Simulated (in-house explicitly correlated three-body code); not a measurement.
The numbers below are computed, except where a source is named.
# Two electrons around a charge Z: the exact Kohn-Sham energy parts

The exact non-relativistic ground state comes from a variational code in 260 exponentially correlated functions, the Kohn-Sham parts from inverting its density (past Z = 6 the correlation energy is taken as exact minus Hartree-Fock, equal to within microhartrees), and self-consistent runs (Hartree-Fock is restricted) from a B-spline radial code. Z may be fractional; the second electron is bound down to Z = 0.911.

E_c tends to a constant and T_c to −E_c as Z grows.

```json
{"Z": "1.105", "E (Eh)": "-0.682701", "E_x (Eh)": "-0.45462", "E_c (mEh)": "-40.68", "T_c (mEh)": "29.57", "−T_c/E_c": "0.727", "binding (eV)": "1.964"}
{"Z": "1.38", "E (Eh)": "-1.194438", "E_x (Eh)": "-0.63338", "E_c (mEh)": "-40.69", "T_c (mEh)": "32.62", "−T_c/E_c": "0.802", "binding (eV)": "6.592"}
{"Z": "1.86", "E (Eh)": "-2.450585", "E_x (Eh)": "-0.93663", "E_c (mEh)": "-41.82", "T_c (mEh)": "35.95", "−T_c/E_c": "0.860", "binding (eV)": "19.61"}
{"Z": "2.44", "E (Eh)": "-4.582945", "E_x (Eh)": "-1.30045", "E_c (mEh)": "-42.85", "T_c (mEh)": "38.34", "−T_c/E_c": "0.895", "binding (eV)": "43.71"}
{"Z": "3", "E (Eh)": "-7.279913", "E_x (Eh)": "-1.65106", "E_c (mEh)": "-43.52", "T_c (mEh)": "39.83", "−T_c/E_c": "0.915", "binding (eV)": "75.65"}
{"Z": "4.1", "E (Eh)": "?", "E_x (Eh)": "?", "E_c (mEh)": "?", "T_c (mEh)": "?", "−T_c/E_c": "?", "binding (eV)": "?"}
{"Z": "5.3", "E (Eh)": "?", "E_x (Eh)": "?", "E_c (mEh)": "?", "T_c (mEh)": "?", "−T_c/E_c": "?", "binding (eV)": "?"}
{"Z": "6.7", "E (Eh)": "-40.858892", "E_x (Eh)": "-3.96472", "E_c (mEh)": "-45.22", "T_c (mEh)": "43.54", "−T_c/E_c": "0.963", "binding (eV)": "501.1"}
```

**Question.** What belongs in the row Z = 5.3?

**Answer.** E (Eh): -24.933565; E_x (Eh): -3.08950; E_c (mEh): -44.85; T_c (mEh): 42.73; −T_c/E_c: 0.953; binding (eV): 296.3.

**Question.** What belongs in the row Z = 4.1?

**Answer.** E (Eh): -14.403115; E_x (Eh): -2.33917; E_c (mEh): -44.33; T_c (mEh): 41.61; −T_c/E_c: 0.939; binding (eV): 163.2.

**Question.** Where is correlation strongest relative to exchange?

**Answer.** E_c/E_x falls from 0.089 at Z = 1.105 to 0.0114 at Z = 6.7, since exchange grows as Z while correlation stays near −0.045 hartree. The smaller −T_c/E_c at low Z marks the more static, in-out correlation of a loosely bound pair.
